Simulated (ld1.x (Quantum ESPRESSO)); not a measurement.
## Which change was made? (Zr, ultrasoft)

ld1.x (Quantum ESPRESSO) 7.5 input, shortened:

```
&input
   title='Zr', zed=40., rel=2, dft='PBE', iswitch=3,
   config='[Kr] 4d2 5s0 5p0', rel_dist='average'
 /
 &inputp
   pseudotype=3, tm=.true., lloc=-1, rcloc=2.40,
   nlcc=.true.
 /
6
5S  1  0   0.00   0.00  2.50  3.20  0.0
5S  1  0   0.00  -0.25  2.50  3.20  0.0
5P  2  1   0.00   0.00  3.05  4.10  0.0
5P  2  1   0.00   4.05  3.05  4.10  0.0
4D  3  2   2.00   0.00  2.40  3.25  0.0
4D  3  2   0.00  -0.75  2.40  3.25  0.0
 &test
   configts(1)='4d2 5s0 5p0'
 /
```

Open shells are filled in proportion to 2j + 1 (rel_dist='average').

Cutoffs, loose and tight: the cutoffs (Ry, on a coarse ladder) from which the occupation-weighted sum of valence levels, in a spherical-Bessel basis at the reference potential, stays within 10 and 1 mRy of its value at 400 Ry. They do not see the model core or the augmentation charge, which bear on the density cutoff. Test errors are all-electron minus pseudo excitation energies from the reference, over the configurations 4d2 5s2 5p0; 4d2 5s1 5p0; 4d1 5s0 5p0; 4d2 5s0 5p2; 4d2 5s0 5p1; 4d3 5s1 5p0; 4d2 5s1.5 5p0; variants that change the core or the reference have their own tests. The largest error is taken over the tests solved by every variant that gives reliable tests at all, those not shown here included: 4d1 5s0 5p0; 4d2 5s1 5p0; 4d2 5s2 5p0.

The base gives: outcome: generated; cutoff, loose: 8 Ry; cutoff, tight: 10 Ry; bound ghosts: p1/2, p3/2; largest test error (meV): -181.

(1) After one change the result is: outcome: generated; cutoff, loose: 18 Ry; cutoff, tight: 21 Ry; bound ghosts: s, p3/2, p1/2; largest test error (meV): -115. Which change was it?
A. type TM; waves now 5s (bound): rc 3.20 bohr; 5p (bound): rc 4.10 bohr; 4d (bound): rc 3.25 bohr; local potential the d channel
B. waves 5s (bound): rcut 2.50, rcutus 2.72 bohr; 5s channel at -0.25 Ry: rcut 2.50, rcutus 2.72 bohr
C. reference 4d2 5s1 5p1
D. all radii but the core radius scaled by about 1.17 (s 3.74, p 4.78, d 3.80 bohr, rcut 2.92/3.56/2.80); local potential all-electron potential smoothed inside 2.80 bohr (lloc = -1)

## Answers

(1) A. The others give: reference 4d2 5s1 5p1 → outcome: generated; bound ghosts: s; largest test error (meV): -16 over the solved tests; test run stopped at test 4 of 7 (negative rho) | waves 5s (bound): rcut 2.50, rcutus 2.72 bohr; 5s channel at -0.25 Ry: rcut 2.50, rcutus 2.72 bohr → outcome: generated; cutoff, loose: 8 Ry; cutoff, tight: 10 Ry; bound ghosts: s, p1/2, p3/2; largest test error (meV): test run stopped at test 2 of 7 (negative rho), 1 before it not solved | all radii but the core radius scaled by about 1.17 (s 3.74, p 4.78, d 3.80 bohr, rcut 2.92/3.56/2.80); local potential all-electron potential smoothed inside 2.80 bohr (lloc = -1) → outcome: generated, overlap not positive; bound ghosts: not determined (overlap not positive); largest test error (meV): test run stopped at test 1 of 7 (negative rho). A file whose overlap is not positive is unfit for use, and its test errors describe a broken file.
